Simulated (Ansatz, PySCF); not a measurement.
germanium monotelluride (GeTe), SMILES [Ge]=[Te] (connectivity only; charge and spin as stated), neutral, multiplicity 1.

Geometry optimised at r2SCAN-D4/def2-TZVP. The def2 effective core potentials stand for the cores of Te; spin–orbit coupling is left out.

Vertical ionisation energy (IE) and electron affinity (EA) in eV. Rows of orbital energies are one-electron estimates. Where ΔSCF, EOM or ADC give a negative EA the extra electron is unbound and the value depends on the basis.

```json
[
 {"level": "−ε(HOMO), −ε(LUMO), HF/def2-TZVPD (PySCF)", "IE": "8.88", "EA": "-0.05"},
 {"level": "−ε(HOMO), −ε(LUMO), PBE/def2-TZVPD (PySCF)", "IE": "6.20", "EA": "3.29"},
 {"level": "ΔSCF, PBE0/def2-TZVPD (Ansatz), final states of multiplicity 2 and 2", "IE": "9.10", "EA": "0.89"},
 {"level": "ΔSCF, PBE/def2-TZVPD (Ansatz), final states of multiplicity 2 and 2", "IE": "?", "EA": "?"}
]
```

### Question
What belongs in the gaps? (An estimate is asked for; the answer gives what the named calculation found.)

### Answer

- ΔSCF, PBE/def2-TZVPD (Ansatz, an electronic-structure program), final states of multiplicity 2 and 2, IE: 9.14
- ΔSCF, PBE/def2-TZVPD (Ansatz), final states of multiplicity 2 and 2, EA: 0.75

### Question
What vertical singlet–triplet gap does ΔSCF give with PBE0/def2-TZVPD (Ansatz) and with PBE/def2-TZVPD (Ansatz)? (Estimate from the structure and the level; the computed values follow.)

### Answer
2.28 and 2.48 eV (triplet above singlet where positive).
